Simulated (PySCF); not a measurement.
Fill in the blanks.

C8H9FO.
Geometry (PBE0-D3(BJ)/def2-SVP, Å), atoms numbered from 1 in this order:
```
atom  x, y, z in Å
C1    -2.125    1.858    1.629
C2    -1.834    1.039    0.785
C3    -1.477    0.053   -0.224
C4    -1.240   -1.400    0.293
C5     0.249   -1.291   -0.063
F6     0.693   -2.282   -0.916
C7    -0.019    0.057   -0.683
C8     0.627    0.994   -1.392
O9     1.886    1.029   -1.826
C10    2.755   -0.003   -1.423
H11   -2.384    2.587    2.375
H12   -2.207    0.102   -1.050
H13   -1.479   -1.577    1.349
H14   -1.734   -2.153   -0.335
H15    0.930   -1.286    0.804
H16    0.082    1.891   -1.705
H17    3.719    0.185   -1.913
H18    2.900    0.013   -0.330
H19    2.371   -0.991   -1.718
```

```tsv
property	level	value
point group	PBE0-D3(BJ)/def2-SVP	C1
rotational constants A, B, C	PBE0-D3(BJ)/def2-SVP	1.920, 0.982, 0.708 GHz
dipole moment	CAM-B3LYP/def2-SVPD	0.90 D
HOMO energy	CAM-B3LYP/def2-SVPD	?
LUMO energy	CAM-B3LYP/def2-SVPD	0.78 eV
lowest singlet excitation	TDDFT CAM-B3LYP/def2-SVPD	5.99 eV (207 nm, f = 0.247)
lowest triplet excitation (Tamm–Dancoff)	TDA CAM-B3LYP/def2-SVPD	3.90 eV
static isotropic polarisability	CAM-B3LYP/def2-SVPD	?
vertical ionisation energy	ΔSCF CAM-B3LYP/def2-SVPD	8.68 eV
electronic spatial extent ⟨r²⟩ about the centre of nuclear charge	CAM-B3LYP/def2-SVPD	1599 bohr²
13C chemical shifts (computed TMS as zero) by class	GIAO PBE0/pcSseg-1	156.1 (C8), 112.8 (C7), 90.6 (C2), 88.4 (C5), 75.1 (C1), 56.8 (C10), 37.5 (C4), 25.0 (C3) ppm
1H chemical shifts (computed TMS as zero) by class	GIAO PBE0/pcSseg-1	6.40 (H16), 5.68 (H15), 3.83 (H17/H18/H19), 3.61 (H12), 2.51 (H14), 2.32 (H13), 2.04 (H11) ppm
isotropic shieldings of nuclei other than C and H, by class	GIAO PBE0/pcSseg-1	?
```

Gas-phase values; electronic properties from PySCF, density fitting. Geometry: PBE0-D3(BJ)/def2-SVP, one conformer, isolated molecule. NMR classes are plain means over equivalent atoms (diastereotopic ones count apart unless rotation or inversion swaps them), as if these changed places fast; in this geometry the members of some classes differ.

**Question.** The HOMO energy?

**Answer.** -8.04 eV.

**Question.** The isotropic shieldings of nuclei other than C and H, by class?

**Answer.** 210 (O9), 339 (F6) ppm.

**Question.** What is the static isotropic polarisability?

**Answer.** 96.9 au.

The principal polarisabilities are 75.9, 97.1 and 117.8 au; their mean is the isotropic value. The ΔSCF ionisation energy exceeds −ε(HOMO) by 0.64 eV with CAM-B3LYP. No computed singlet falls in the visible range (750 to 380 nm, 1.65 to 3.26 eV); S1 lies 2.73 eV above its blue end.
